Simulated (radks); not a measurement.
Problem. Coherent X-ray form factor from a spherical all-electron density. All-electron calculation, non-relativistic Kohn-Sham, LDA (Slater exchange, Perdew-Wang correlation), spin-polarised, spherical densities, point nucleus. Program: a radial shooting solver on a logarithmic mesh with Libxc functionals.

| sin(theta)/lambda (1/angstrom) | f0 (electrons) |
|---|---|
| 0.05 | 2.712 |
| 0.1 | 2.221 |
| 0.15 | 1.903 |
| 0.2 | 1.733 |
| 0.25 | 1.611 |
| 0.3 | 1.494 |
| 0.4 | 1.247 |
| 0.5 | 1.010 |
| 0.6 | 0.803 |
| 0.8 | 0.499 |
| 1 | 0.312 |
| 1.25 | 0.180 |
| 1.5 | 0.108 |
| 2 | 0.044 |

The species is in the configuration that NIST lists as its ground one. Which atom or ion scatters so?

Solution. Neutral lithium, [He] 2s1. Extrapolating in s^2 from the first two rows gives f0(0) = 2.9, near the electron count 3; among species with that count, the fall with angle is slower the higher Z, and the table is that of Z = 3; from so few rows the species is fixed only to a neighbour or two.
